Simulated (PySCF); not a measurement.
A calculated (M06-L, PySCF 2.14, Sapporo-DZP-2012, scalar relativity by spin-free X2C-1e) atom or ion has these occupied shells.

| shell | electrons | orbital energy (eV) | rms radius, mean of both spins (bohr) |
| --- | --- | --- | --- |
| 1s | 2 | -312.26 | 0.312 |
| 2s | 2 | -40.713 | 1.47 |

Task: Name the element and its charge.

Result: C²⁺ (carbon, charge +2), in [He] 2s2, closed-shell 1S.
